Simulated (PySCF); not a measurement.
Z-matrix (Å, degrees):
```
Ga
H 1 1.5931
H 1 1.5931 2 119.95
```
Charge 0, spin multiplicity 2.

Predict the highest occupied spin orbital, total energy and dipole moment from TPSSh-D3(BJ)/def2-TZVP run with PySCF.


```
Property                              Result
-----------------------------  -------------
highest occupied spin orbital       -5.14 eV
total energy                   -1925.9709 Ha
dipole moment                         0.29 D
```
